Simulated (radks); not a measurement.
Species: the promethium ion Pm10+. Configuration: [Kr] 4d10 4f3 5s2. Calculated with a radial shooting solver on a logarithmic mesh with Libxc functionals: scalar-relativistic Kohn-Sham, BLYP, spin-polarised, spherical densities, finite nucleus; open shells are filled with parallel spins first (spin-orbit coupling, left out, can overturn this in heavy ions); Fermi nuclear charge, rms radius 4.962 fm.

Radial electron density D(r) = 4 pi r^2 rho(r):

| r (bohr) | D(r) (e/bohr) | spin D(r) |
|---|---|---|
| 0.0008225 | 2.442 | -0.00000513 |
| 0.00108 | 3.853 | -0.00000811 |
| 0.001417 | 6.019 | -0.0000127 |
| 0.00186 | 9.278 | -0.0000197 |
| 0.002442 | 14.06 | -0.0000304 |
| 0.003205 | 20.84 | -0.0000462 |
| 0.004207 | 30.00 | -0.0000701 |
| 0.005521 | 41.57 | -0.000107 |
| 0.00719 | 54.43 | -0.000164 |
| 0.009437 | 67.51 | -0.000268 |
| 0.01239 | 77.37 | -0.000468 |
| 0.01626 | 80.85 | -0.000868 |
| 0.02134 | 77.32 | -0.00164 |
| 0.02801 | 71.73 | -0.00295 |
| 0.03677 | 73.61 | -0.00479 |
| 0.04826 | 88.03 | -0.00652 |
| 0.06335 | 104.5 | -0.00688 |
| 0.08315 | 103.3 | -0.00430 |
| 0.1091 | 85.62 | 0.00723 |
| 0.1433 | 80.43 | 0.0619 |
| 0.188 | 92.21 | 0.268 |
| 0.2468 | 81.42 | 0.812 |
| 0.324 | 46.99 | 1.81 |
| 0.4252 | 36.20 | 3.07 |
| 0.5537 | 42.28 | 3.88 |
| 0.7268 | 31.54 | 3.63 |
| 0.954 | 14.23 | 2.42 |
| 1.252 | 5.276 | 1.07 |
| 1.644 | 1.546 | 0.264 |
| 2.157 | 0.2179 | 0.0296 |
| 2.832 | 0.009598 | 0.00117 |

D(r) has 4 maxima, at r = 0.0161, 0.0714, 0.200, 0.554 bohr, and minima at 0.0308, 0.132, 0.402 bohr, inside which lie 1.94, 11.19, 29.16 electrons.
